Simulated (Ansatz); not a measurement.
Reaction (formal exchange of groups at the Si–O bond): `CO[SiH](F)[SiH3]` + `COCC=O` → `O=C[SiH](F)[SiH3]` + `COCOC`

Isolated molecules relaxed with PBE0-D4/def2-TZVP in Ansatz; ΔE leaves out vibrations. CCSD(T)/CBS adds triple-zeta CCSD(T) − MP2 to the extrapolated MP2 energy (def2 sets, frozen cores). Functionals use def2-TZVPP. Each species was taken in one conformer, which may not be the lowest.

CCSD(T)/CBS gives +1.59 eV.

Question: Another level gave +1.63 eV. Which?
A. HF/def2-TZVPP
B. PBE0/def2-TZVPP
C. MP2/def2-TZVPP
D. PBE-D4/def2-TZVPP

Answer: C. MP2/def2-TZVPP 1.63, PBE-D4 1.42, PBE0 1.52, HF/def2-TZVPP 1.72 eV.

Largest T1 diagnostic among the species: 0.015.

In def2-TZVPP, CCSD(T) changes the Hartree–Fock value by −0.15 eV (the triples alone add −0.03 eV) and MP2 by −0.08 eV. From PBE to PBE0 (25 % exact exchange), in def2-TZVPP and without D4, ΔE moves by +0.09 eV.
